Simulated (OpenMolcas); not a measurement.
**Tl+: effect of the active space**

```
Program             : OpenMolcas
Method              : CASSCF or its RAS form
Basis               : ANO-RCC-VQZP
Scalar Hamiltonian  : DKH2, point nucleus
Spin-orbit coupling : RASSI with atomic mean-field integrals over the reference wave functions, term energies averaged over their components
```

A. 2 electrons in 4 orbitals (6s 6p); 2S+1 = 3 even, 3 roots; 2S+1 = 1 even, 7 roots; 2S+1 = 3 odd, 3 roots; 2S+1 = 1 odd, 3 roots; cost about 50 core-seconds
B. 2 electrons in 8 orbitals (6s 6p 7s 7p); 2S+1 = 3 even, 3 roots; 2S+1 = 1 even, 7 roots; 2S+1 = 3 odd, 3 roots; 2S+1 = 1 odd, 3 roots; cost of the order of 30 core-seconds
C. 2 electrons in 9 orbitals (RAS2 6s 6p; RAS3 6d, at most 2 electrons); 2S+1 = 3 even, 3 roots; 2S+1 = 1 even, 6 roots; 2S+1 = 3 odd, 3 roots; 2S+1 = 1 odd, 3 roots; cost roughly 40 core-seconds

Energies in eV above 6s² ¹S₀, the measured ground level; measured values from NIST Handbook of Basic Atomic Spectroscopic Data.

| Level | A | B | C | Measured |
| --- | --- | --- | --- | --- |
| 6s² ¹S₀ | 0.0000 | 0.0000 | 0.0000 | 0.0000 |
| 6s 6p ³P°₀ | 5.2833 | 5.4586 | 5.1723 | 6.1312 |
| 6s 6p ³P°₁ | 5.6489 | 5.8220 | 5.5244 | 6.4960 |
| 6s 6p ³P°₂ | 6.5521 | 6.7249 | 6.4410 | 7.6533 |
| 6s 6p ¹P°₁ | 9.2644 | 9.4407 | 8.8861 | 9.3811 |

Deviations, from unrounded energies. A percentage is the sum of absolute deviations over the sum of measured energies, with the sign that they share, or ± where signs differ.

```csv
Against measurement,Levels,A,B,C
mean absolute deviation (cm-1),4,5900,4700,7300
other configurations (%),4,-9.8,±7.9,-12.3
```

B lies closest to measurement on these levels and C furthest from it. The largest miss of B in the table is 6s 6p ³P°₂, by -7500 cm-1. The ranking rests on the paired levels alone, and a cruder setting can come out closer through cancelling errors.

Among A to C the level of the table that moves most is 6s 6p ¹P°₁, by 4500 cm-1 (lowest in C, highest in B).

Spin-orbit splittings of 6p shells tend to come out small when the coupling is added on scalar orbitals. The run also gave levels led by 6s 7s, which use shells meant for correlation; these and all levels above them are left out (holds for B). The run also gave levels led by 6s 6d, which use shells meant for correlation; these and all levels above them are left out (holds for C). Measured partners are found by configuration, term and J. A level has none where our copy of the source lacks it or the pairing is in doubt (some pairs that miss far off the trend of their configuration count as doubtful), and it then counts in no deviation. Levels of configurations outside the active space are missing. The table leaves out levels that lie high or whose names do not pair safely across all columns.

° marks odd parity.
